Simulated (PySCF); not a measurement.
## Hf+ (hafnium, charge +1) across methods

[Xe] 4f14 5d1 6s1 6p1, one real determinant (an excited configuration). Computed with PySCF 2.14 in aug-cc-pVTZ-PP with one added diffuse shell each of s, p, d, f, g type with ECP60MDF (7s7p6d4f3g, 113 functions), with scalar relativity through the core potential.

```json
{"method": "LDA", "E (hartree)": "-47.8985", "mean ε 6s α (eV)": "-13.279", "mean ε 5d α (eV)": "-12.609", "mean ε 6p α (eV)": "-8.206", "Σ⟨r²⟩ (bohr²)": "48.55", "⟨S²⟩": "3.750"}
{"method": "PBE", "E (hartree)": "-48.0619", "mean ε 6s α (eV)": "-13.083", "mean ε 5d α (eV)": "-12.723", "mean ε 6p α (eV)": "-8.248", "Σ⟨r²⟩ (bohr²)": "48.41", "⟨S²⟩": "3.750"}
{"method": "r2SCAN", "E (hartree)": "-48.0694", "mean ε 6s α (eV)": "-13.259", "mean ε 5d α (eV)": "-13.079", "mean ε 6p α (eV)": "-8.352", "Σ⟨r²⟩ (bohr²)": "48.48", "⟨S²⟩": "3.751"}
{"method": "PBE0", "E (hartree)": "-48.0392", "mean ε 6s α (eV)": "-13.946", "mean ε 5d α (eV)": "-13.963", "mean ε 6p α (eV)": "-8.926", "Σ⟨r²⟩ (bohr²)": "48.44", "⟨S²⟩": "3.751"}
{"method": "UHF", "E (hartree)": "-47.62967", "mean ε 6s α (eV)": "-16.122", "mean ε 5d α (eV)": "-17.022", "mean ε 6p α (eV)": "-10.752", "Σ⟨r²⟩ (bohr²)": "49.47", "⟨S²⟩": "3.752"}
{"method": "CAM-B3LYP", "E (hartree)": "-48.0074", "mean ε 6s α (eV)": "-15.133", "mean ε 5d α (eV)": "-15.128", "mean ε 6p α (eV)": "-9.763", "Σ⟨r²⟩ (bohr²)": "48.44", "⟨S²⟩": "3.751"}
{"method": "r2SCANh", "E (hartree)": "-48.0553", "mean ε 6s α (eV)": "-13.593", "mean ε 5d α (eV)": "-13.543", "mean ε 6p α (eV)": "-8.597", "Σ⟨r²⟩ (bohr²)": "48.49", "⟨S²⟩": "3.751"}
```

Problem. Estimate the same row for TPSS.

Solution. E (hartree) = -48.0505; mean ε 6s α (eV) = -13.008; mean ε 5d α (eV) = -12.757; mean ε 6p α (eV) = -8.283; Σ⟨r²⟩ (bohr²) = 48.37; ⟨S²⟩ = 3.751.

⟨L²⟩ = 8.01 against 12 for a pure F term, so this real determinant mixes terms. Energies and moments cover only the electrons outside the core potential. Spin-orbit coupling, absent here, splits the open shell strongly.
